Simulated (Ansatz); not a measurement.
The cluster K3Bi⁺. Charge 1, multiplicity 4. Geometry PBE0-D4/def2-TZVP; atoms count from 1.

Cartesian coordinates in Å:
```
K 4.200 -1.411 0.260
K -2.685 -1.258 -0.571
K -2.325 3.494 0.365
Bi 0.810 -0.826 -0.054
```

In the def2 sets Bi takes a core potential; there is no spin–orbit coupling. At PBE0-D4/def2-TZVP a doublet of charge 1 lies 1.26 eV below the quartet, each at its own geometry. The structure comes from a short search, and lower isomers may exist.

Estimate the Mulliken populations from the PBE0/def2-TZVP orbitals of Ansatz.


```
atom  charge (e)  spin (α − β)
  K1        0.69          0.01
  K2        0.48          0.26
  K3        0.30          0.69
 Bi4       -0.47          2.04
```
Mulliken values and Mayer orders depend strongly on the basis.

Where does the spin sit?

Summed by element: K 0.96, Bi 2.04, of 3 unpaired in all. Largest on single atoms: Bi4 2.04, K3 0.69, K2 0.26.

And the Mayer bond orders between bonded heavy atoms (over 0.3)?

K1–Bi4 0.47 (3.45 Å); K2–K3 0.41 (4.86 Å); K2–Bi4 0.34 (3.56 Å).
